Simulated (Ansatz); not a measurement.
**What each rung costs, and what it gives**

Saddle point of Si$_{2}$N$_{2}$H$_{12}$, closed shell (Si₂H₆ ([SiH3][SiH3]) + NH₃ + NH₃ → Si₂NH₇ ([NH2][SiH2][SiH3]) + NH₃ + H₂; bonds formed: Si1–N7, H2–H8, H6–N9; bonds broken: Si1–H2, H6–N7, H8–N9), PBE0-D4/def2-TZVP structure:

```
atom    x (Å)    y (Å)    z (Å)
 Si1  -1.2428  -0.4725  -0.9106
  H2   1.3098  -0.7721  -0.5820
  H3  -2.6052  -0.0982  -1.4174
  H4  -1.2290  -1.9546  -0.7642
 Si5   0.7481   0.4684  -1.7127
  H6  -0.2075   0.0077   1.4199
  N7  -1.3567   0.0676   0.8619
  H8   1.3942  -0.4197   0.7835
  N9   1.0592  -0.0894   1.7467
 H10   1.5450  -0.2833  -2.7339
 H11   1.3360   1.4681  -0.7415
 H12   0.1488   1.5245  -2.6688
 H13  -2.0382  -0.4770   1.3813
 H14  -1.6652   1.0349   0.9068
 H15   1.2901  -0.7876   2.4431
 H16   1.5133   0.7830   1.9880
```

Barriers are electronic and count from the start structure reached by relaxing down the imaginary mode.

Computed with Ansatz 0.2.0 (basis: as named in each row); correlated methods freeze the cores. B3LYP uses VWN-RPA correlation. Extrapolation: Hartree–Fock as exp(−7.88 √X), correlation as X^−2.97.

Times are rough, for one single point on 8 threads of a shared host (AMD EPYC 7R43).

The estimate by CCSD(T) at an estimated basis limit (MP2 extrapolated from triple and quadruple zeta, plus CCSD(T) − MP2 in triple zeta) is 2.077 eV.

| method | basis | time (s) | barrier (eV) | method less estimate |
| --- | --- | --- | --- | --- |
| HF | STO-3G | under 1 | 3.921 | 1.844 |
| PBE-D4 | STO-3G | under 1 | 1.414 | -0.663 |
| SPW92 | def2-SVP | under 1 | 0.968 | -1.109 |
| B3LYP-D4 | 6-31G | under 1 | 1.792 | -0.285 |
| PBE-D4 | def2-SVP | under 1 | 1.485 | -0.592 |
| PBE0-D4 | def2-SVP | under 1 | 1.672 | -0.405 |
| SPW92 | def2-TZVPP | 1 | 1.118 | -0.959 |
| PBE-D4 | def2-TZVPP | 2 | 1.606 | -0.471 |
| BLYP-D4 | def2-TZVPP | 2 | 1.846 | -0.231 |
| BHLYP-D4 | def2-TZVPP | 2 | 2.152 | 0.075 |
| B3LYP-D4 | def2-TZVPP | 2 | 1.951 | -0.126 |
| wB97M-V | def2-SVP | 2 | 1.896 | -0.181 |
| PBE0-D4 | def2-TZVPP | 2 | 1.756 | -0.321 |
| r2SCAN-D4 | def2-TZVPP | 2 | 1.746 | -0.331 |
| CAM-B3LYP-D4 | def2-TZVPP | 2 | 2.004 | -0.073 |
| r2SCAN0-D4 | def2-TZVPP | 3 | 1.848 | -0.229 |
| CCSD(T) | def2-SVP | 4 | 2.161 | 0.084 |
| B2PLYP | def2-TZVPP | 4 | 2.074 | -0.003 |
| PBE-QIDH | def2-TZVPP | 4 | 1.929 | -0.148 |
| RPA on PBE | def2-TZVPP | 4 | 2.117 | 0.040 |
| wB97X-V | def2-TZVPP | 4 | 2.045 | -0.032 |
| B97M-V | def2-TZVPP | 5 | 1.850 | -0.227 |
| wB97M-V | def2-TZVPP | 5 | 2.019 | -0.058 |
| MP2 | def2-QZVPP | 18 | 2.022 | -0.055 |
| CCSD(T) | def2-TZVPP | 120 | 2.098 | 0.021 |

All methods are single points on the PBE0-D4 structures.

No T1 diagnostic of these runs exceeds 0.012.

Labels in which every atom is bracketed show which atoms are joined, not bond orders.
